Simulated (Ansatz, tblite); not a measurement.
Isomers of IrO$_{2}$ (doublet), found by a short tight-binding search and relaxed with PBE0-D4/def2-TZVP in Ansatz.

In the def2 sets Ir takes a core potential; there is no spin–orbit coupling. The xTB rows come from tblite.

Run but left out: HF/def2-TZVPP, MP2/def2-TZVPP, CCSD/def2-TZVPP, CCSD(T)/def2-TZVPP (flagged by the program: large difference).

B: It holds 1 O–O bond.

Other spin states were run for one of them alone.

A:

Cartesian coordinates in Å:
```
Ir 0.071 0.038 0.095
O -1.198 -0.547 1.035
O 1.127 0.509 -1.130
```

B:

```tsv
atom	x (Å)	y (Å)	z (Å)
Ir1	-0.329	-0.481	-1.020
O2	0.172	0.851	0.219
O3	0.157	-0.370	0.800
```

Problem. Estimate their order by electronic energy at r2SCAN0-D4/def2-TZVP, counted from the lowest.

Solution. A (0.0) < B (339.4), in kJ/mol.

Problem. Do the other levels pick the same lowest one?

Solution. All that were run do. Energies above each level's lowest (kJ/mol):

| level | A | B |
| --- | --- | --- |
| GFN1-xTB | 0.0 | 93.2 |
| GFN2-xTB | 0.0 | 78.3 |
| PBE-D4/def2-TZVP | 0.0 | 373.5 |
| r2SCAN-D4/def2-TZVP | 0.0 | 369.3 |
| r2SCANh-D4/def2-TZVP | 0.0 | 357.8 |
| PBE0-D4/def2-TZVP | 0.0 | 344.6 |
| r2SCAN0-D4/def2-TZVP | 0.0 | 339.4 |
Point groups (tolerance 0.1 Å): A C2v, B C2v. Lower isomers may exist.
